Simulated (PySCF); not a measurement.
**Al⁺ (aluminium, charge +1) across methods**

[Ne] 3s2, closed-shell 1S. Calculation: PySCF 2.14, in aug-cc-pV(Q+d)Z; the non-relativistic Hamiltonian (point nucleus).

```tsv
method	E (hartree)	mean ε 2s (eV)	mean ε 2p (eV)	mean ε 3s (eV)	Σ⟨r²⟩ (bohr²)	⟨S²⟩
r2SCAN	-242.1093	-119.90	-80.131	-14.935	16.96	0.000
LDA	-241.0956	-115.65	-78.414	-14.895	16.76	0.000
PBE	-242.0100	-116.31	-78.328	-14.785	16.84	0.000
BLYP	-242.1647	-116.14	-78.364	-14.699	16.81	0.000
B97-3	-242.1246	-123.61	-83.356	-15.763	16.79	0.000
TPSS	-242.1594	-117.70	-78.794	-14.844	16.91	0.000
revPBE	-242.0962	-116.41	-78.283	-14.742	16.90	0.000
PBE0	-242.0308	-123.03	-82.987	-15.739	16.87	0.000
UHF	-241.67436	-141.99	-95.865	-17.750	17.28	0.000
```
